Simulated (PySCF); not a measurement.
This script is equivalent to a calculation on Ge²⁺ (germanium, charge +2).

```python
from pyscf import gto, scf, dft, mp, cc
import basis_set_exchange as bse
mol = gto.M(atom="Ge 0 0 0", charge=2, spin=0, symmetry="D2h",
            basis=gto.basis.parse(bse.get_basis("ANO-RCC-VTZP", elements=["Ge"], fmt="nwchem")),
            nucmod="G")
mf = dft.UKS(mol, xc="CAMB3LYP").sfx2c1e()
mf.irrep_nelec = {'Ag': (6, 6), 'B1g': (1, 1), 'B2g': (1, 1), 'B3g': (1, 1), 'B1u': (2, 2), 'B2u': (2, 2), 'B3u': (2, 2)}
mf.kernel()
```

Q: What total energy does it give?

A: -2097.993 hartree (calculated).

Q: Which occupied shell lies highest, and where?

A: 4s, at -31.962 eV.
